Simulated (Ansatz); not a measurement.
Start from `[CH3][SnH2][AlH2]` and change one atom or group to get `[CH3][SnH2][F]`.

Ansatz, PBE0-D4/def2-TZVP geometries, multiplicity 1. 

Elements past krypton have def2 core potentials.

```tsv
property	`[CH3][SnH2][AlH2]`
HOMO energy (ωB97M-V/def2-TZVPP) / eV	-9.11
HOMO energy (PBE0/def2-TZVPP) / eV	-7.16
HOMO–LUMO gap (PBE/def2-TZVPP) / eV	3.28
size of the dipole moment (ωB97M-V/def2-TZVPP) / D	0.71
HOMO energy (PBE/def2-TZVPP) / eV	-6.15
HOMO energy (B3LYP/def2-TZVPP) / eV	-6.97
```

Task: Give the same properties after the change, and the shifts. (Estimate.)

Result: Computed: 
```
                                          property  `[CH3][SnH2][F]`  shift
             HOMO energy (ωB97M-V/def2-TZVPP) / eV            -10.90  -1.79
                HOMO energy (PBE0/def2-TZVPP) / eV             -8.71  -1.55
               HOMO–LUMO gap (PBE/def2-TZVPP) / eV              6.19   2.91
size of the dipole moment (ωB97M-V/def2-TZVPP) / D              3.05   2.34
                 HOMO energy (PBE/def2-TZVPP) / eV             -7.37  -1.22
               HOMO energy (B3LYP/def2-TZVPP) / eV             -8.49  -1.52
```

With PBE0 the HOMO falls by 1.55 eV and the LUMO rises by 1.74 eV, so the gap widens by about 3.29 eV. PBE moves the HOMO by -1.22 eV and ωB97M-V by -1.79 eV. The zero-point energy changes by -29.0 kJ/mol with -6 modes. Dipoles are sizes alone; their direction can turn.

B3LYP here is the variant with VWN-RPA as its local correlation; programs differ in this.
